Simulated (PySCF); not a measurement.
First SCF of a structure search on singlet Sn₂S₄, at a hand-made ethylene-like geometry. PySCF input:

```python
from pyscf import gto, scf, dft
mol = gto.M(atom='''
Sn     1.400000     0.000000     0.000000
Sn    -1.400000     0.000000     0.000000
S      2.615000     2.089800     0.150000
S      2.615000    -2.089800     0.150000
S     -2.615000     2.089800    -0.150000
S     -2.615000    -2.089800    -0.150000''',
    basis={'Sn': 'def2-SVP', 'S': 'def2-SVP'},
    ecp={'Sn': 'def2-SVP'},
    charge=0, spin=0)
mf = dft.RKS(mol, xc='PBE')
mf.grids.atom_grid = (50, 194)
aux = {'Sn': 'def2-universal-JKFIT', 'S': 'def2-universal-JKFIT'}
mf = mf.density_fit(auxbasis=aux)
mf.conv_tol = 1e-08
mf.diis_space = 10
mf.max_cycle = 60
mf.init_guess = 'minao'
mf.verbose = 4
mf.kernel()
```

Excerpt of the output (cycles and frontier levels); where DIIS stalls, ADIIS, DIIS with a small level shift and a second-order solver take over in turn:

```
init E= -1975.01920034316
  HOMO = -0.779925694259875  LUMO = -0.777842143593459  gap/eV = 0.05670
cycle= 1 E= -2008.417551514  delta_E= -33.4  |g|= 5.75  |ddm|= 12.8
cycle= 2 E= -1876.48158075576  delta_E=  132  |g|= 12.9  |ddm|=   38
  HOMO = -0.247390253241149  LUMO = -0.221862308072535  gap/eV = 0.69465
cycle= 3 E= -2019.44889370331  delta_E= -143  |g|=  1.5  |ddm|= 36.7
  HOMO = -0.176469684574271  LUMO = -0.173176038067043  gap/eV = 0.08962
cycle= 4 E= -2011.05714237765  delta_E= 8.39  |g|= 4.52  |ddm|= 8.18
  HOMO = -0.209294948478267  LUMO = -0.204509443121141  gap/eV = 0.13022
cycle= 5 E= -2016.83669687298  delta_E= -5.78  |g|= 2.85  |ddm|= 5.04
  HOMO = -0.216656091242001  LUMO = -0.21036092963149  gap/eV = 0.17130
cycle= 6 E= -2018.0769446245  delta_E= -1.24  |g|=  2.3  |ddm|= 1.08
  HOMO = -0.227867998060579  LUMO = -0.221880722569201  gap/eV = 0.16292
cycle= 7 E= -2019.22598358442  delta_E= -1.15  |g|= 1.56  |ddm|= 1.26
... 94 lines left out ...
cycle= 56 E= -2019.95030988977  delta_E= 0.144  |g|= 0.513  |ddm|= 1.77
  HOMO = -0.237874111044496  LUMO = -0.236090589435841  gap/eV = 0.04853
cycle= 57 E= -2020.12003748734  delta_E= -0.17  |g|= 0.353  |ddm|= 1.89
  HOMO = -0.237775913455042  LUMO = -0.236614112592653  gap/eV = 0.03161
cycle= 58 E= -2020.12651141204  delta_E= -0.00647  |g|= 0.348  |ddm|= 0.256
  HOMO = -0.236623900754591  LUMO = -0.234032927789514  gap/eV = 0.07050
cycle= 59 E= -2020.0760844716  delta_E= 0.0504  |g|= 0.421  |ddm|= 1.89
  HOMO = -0.236977595275427  LUMO = -0.235802741224677  gap/eV = 0.03197
cycle= 60 E= -2020.14028837662  delta_E= -0.0642  |g|= 0.332  |ddm|= 1.47
SCF not converged.
init E= -1975.01920034316
  HOMO = -0.779925694259875  LUMO = -0.777842143593459  gap/eV = 0.05670
cycle= 1 E= -2008.417551514  delta_E= -33.4  |g|= 5.75  |ddm|= 12.8
cycle= 2 E= -1876.48158075576  delta_E=  132  |g|= 12.9  |ddm|=   38
  HOMO = -0.263033658119842  LUMO = 0.0844847782871464  gap/eV = 9.45646
cycle= 3 E= -2014.08381665827  delta_E= -138  |g|= 3.37  |ddm|= 35.7
cycle= 4 E= -2019.68981298541  delta_E= -5.61  |g|= 1.19  |ddm|=  6.3
  HOMO = -0.290887362037573  LUMO = -0.27196902585542  gap/eV = 0.51479
cycle= 5 E= -2019.15350253078  delta_E= 0.536  |g|= 1.52  |ddm|= 4.34
cycle= 6 E= -2020.18172234095  delta_E= -1.03  |g|= 0.222  |ddm|= 2.83
cycle= 7 E= -2020.10441947111  delta_E= 0.0773  |g|= 0.433  |ddm|= 2.12
  HOMO = -0.228859316545096  LUMO = -0.227044396552368  gap/eV = 0.04939
cycle= 8 E= -2019.95697151872  delta_E= 0.147  |g|= 0.516  |ddm|= 1.64
  HOMO = -0.230464940546074  LUMO = -0.229397846772853  gap/eV = 0.02904
... 11 lines left out ...
  HOMO = -0.235914058927934  LUMO = -0.234829117901258  gap/eV = 0.02952
cycle= 16 E= -2020.11851291585  delta_E= -0.174  |g|= 0.35  |ddm|= 1.64
  HOMO = -0.237041771903445  LUMO = -0.23565395522229  gap/eV = 0.03776
cycle= 17 E= -2020.18373788088  delta_E= -0.0652  |g|= 0.164  |ddm|= 1.53
  HOMO = -0.238773169447527  LUMO = -0.235089231663687  gap/eV = 0.10025
cycle= 18 E= -2019.96265830081  delta_E= 0.221  |g|= 0.55  |ddm|= 1.59
cycle= 19 E= -2020.09635102994  delta_E= -0.134  |g|= 0.385  |ddm|= 1.92
  HOMO = -0.231990214943401  LUMO = -0.221419663447136  gap/eV = 0.28764
cycle= 20 E= -2019.65241158638  delta_E= 0.444  |g|= 0.911  |ddm|= 1.96
SCF not converged.
init E= -2019.65241158638
  HOMO = -0.0795473840660014  LUMO = -0.0696631188889316  gap/eV = 0.26896
cycle= 1 E= -2014.42255194217  delta_E= 5.23  |g|= 3.39  |ddm|= 5.63
  HOMO = -0.21889918267341  LUMO = -0.132794969626155  gap/eV = 2.34301
cycle= 2 E= -1887.90621780867  delta_E=  127  |g|= 12.1  |ddm|= 19.9
  HOMO = -0.104800738470844  LUMO = -0.0237971529120315  gap/eV = 2.20422
cycle= 3 E= -2005.64067485104  delta_E= -118  |g|= 3.58  |ddm|=   18
  HOMO = -0.0519833320454081  LUMO = -0.0473714360970074  gap/eV = 0.12550
cycle= 4 E= -2015.68388098918  delta_E=  -10  |g|= 2.63  |ddm|=  8.2
  HOMO = -0.0700422638483947  LUMO = -0.054959736385266  gap/eV = 0.41042
cycle= 5 E= -2015.88081594821  delta_E= -0.197  |g|= 2.77  |ddm|= 5.35
  HOMO = -0.139077904853162  LUMO = -0.102751604615067  gap/eV = 0.98849
cycle= 6 E= -2018.04776553992  delta_E= -2.17  |g|= 1.86  |ddm|= 4.05
  HOMO = -0.127208056102349  LUMO = -0.120136033803312  gap/eV = 0.19244
... 39 lines left out ...
  HOMO = -0.237480981509629  LUMO = -0.140540738713552  gap/eV = 2.63788
cycle= 27 E= -2020.19762064333  delta_E= -9.99e-05  |g|= 0.0186  |ddm|= 0.0109
  HOMO = -0.237497468093203  LUMO = -0.140547841569486  gap/eV = 2.63813
cycle= 28 E= -2020.1976919559  delta_E= -7.13e-05  |g|= 0.0146  |ddm|= 0.00898
  HOMO = -0.23748940947176  LUMO = -0.140525255168585  gap/eV = 2.63853
cycle= 29 E= -2020.1977216643  delta_E= -2.97e-05  |g|= 0.0127  |ddm|= 0.00607
  HOMO = -0.237500635442885  LUMO = -0.14052964095874  gap/eV = 2.63872
cycle= 30 E= -2020.19774114604  delta_E= -1.95e-05  |g|= 0.0113  |ddm|= 0.00504
SCF not converged.
  HOMO = -0.238957129180208  LUMO = -0.236124512265347  gap/eV = 0.07708
macro= 0  E= -2020.19781295814  delta_E= -7.18121e-05  |g|= 0.000219609  3 KF 16 JK
macro= 1  E= -2020.197813009  delta_E= -5.08562e-08  |g|= 0.000119262  1 KF 9 JK
macro= 2  E= -2020.197813009  delta_E= -6.36646e-12  |g|= 1.66778e-05  1 KF 2 JK
macro X = 3  E=-2020.197813009  |g|= 1.66778e-05  total 6 KF 31 JK
converged SCF energy = -2020.197813009
```

No lower solution of this spin was found by a stability analysis within the restricted form, which does not test spin polarisation.

The search for the lowest solution, with the stability check, took 100 s on 2 threads of a shared Arm Neoverse N1 host, with 124 basis functions; the process peaked at 0.44 GiB.
